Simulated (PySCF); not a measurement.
# What a mistake does to a calculation on AlBGeH5O cation

Calculated results; nothing here was measured. The program is PySCF 2.14.0, an open-source quantum chemistry code, run on an isolated molecule that a program drew, which may never have been made. The molecule is AlBGeH5O cation (charge +1, singlet), drawn as the SMILES string `[BH+][O][GeH2][AlH2]`.

Each row is a Hartree-Fock (HF) and frozen-core CCSD(T) single point in the cc-pV(D+d)Z basis, meant for a local HF minimum. Run 1 is clean. Each other run has one planted mistake out of seven kinds, and not every kind appears here: one electron removed, one electron added, multiplicity raised by two, geometry at a saddle point, minimal basis STO-3G, one bond length entered in bohr, all coordinates scaled. The reference is restricted for singlets and unrestricted otherwise, and also for a bond in bohr. Adding or removing an electron swaps singlet and doublet. Electrons count all cores. HOMO and LUMO are orbital energies over both spins, the gradient is its largest component, and the lowest frequency (negative if imaginary) is given only where the gradient is small. Bond lengths are over the 8 bonds as drawn. T1 is the CCSD diagnostic: over 0.02 (restricted) or 0.045 (unrestricted) a single reference is doubtful. Germanium has the cc-pVDZ-PP basis, with a core potential (ECP10MDF) in place of its 10 inner electrons, and its 3s, 3p and 3d shells are frozen in CCSD(T).

Geometry of the clean run:
```xyz
9
AlBGeH5O cation, angstrom
B    -2.7867   -0.8048    0.2118
O    -1.7164   -1.2857    0.4806
Ge    0.1091   -2.1764    0.7814
Al    0.7281   -1.4632    3.1576
H    -3.8264   -0.3363   -0.0464
H     0.7630   -1.5628   -0.4501
H    -0.3717   -3.5839    0.4520
H     2.0992   -2.0078    3.6639
H    -0.3472   -0.5553    3.8374
```

| run | electrons | basis functions | <S^2> | HOMO (eV) | LUMO (eV) | gradient (hartree/bohr) | lowest frequency (cm^-1) | mean bond (Å) | longest bond (Å) | T1 | HF (hartree) | CCSD(T) (hartree) | mistake |
|---|---|---|---|---|---|---|---|---|---|---|---|---|---|
| 1 | 62 | 99 | 0.000 | -14.87 | -3.31 | 1.6e-05 | 72 | 1.6441 | 2.557 | 0.0169 | -637.57208 | -638.03106 | no fault |
| 2 | 63 | 99 | 0.761 | -3.93 | 1.19 | 7.6e-02 | - | 1.6441 | 2.557 | 0.0205 | -637.68784 | -638.17240 | one electron added |
| 3 | 62 | 99 | 0.903 | -13.42 | -4.03 | 6.3e-03 | - | 1.8135 | 2.879 | 0.0339 | -637.47704 | -637.91985 | ? |
| 4 | 61 | 99 | 0.771 | -21.00 | -13.05 | 7.6e-02 | - | 1.6441 | 2.557 | 0.0202 | -637.05936 | -637.49680 | ? |

**Which mistake was planted in run 3, and what did it cost?**

The mean bond changes by a factor of 1.103 and the longest by 1.126, so the molecule wasn't scaled as a whole. A length L in bohr read as angstrom grows by (1/0.5292 - 1) L = 0.890 L. The 8 bonds together grew by 8 x 0.1694 = 1.355 Å, which gives L = 1.523 Å. That is the length of one of the Ge-H bonds, 1.523 Å in the clean geometry. So the mistake is: one bond length entered in bohr. Subtracting run 1 and multiplying by 627.51 kcal/mol a hartree, the energy moved by 59.6 kcal/mol in HF and 69.8 kcal/mol in CCSD(T).

**Which mistake was planted in run 4, and what did it cost?**

It counts 61 electrons, one fewer than the clean run, at the same geometry and basis. So the mistake is: one electron removed. Subtracting run 1 and multiplying by 627.51 kcal/mol a hartree, the energy moved by 321.7 kcal/mol in HF and 335.3 kcal/mol in CCSD(T).

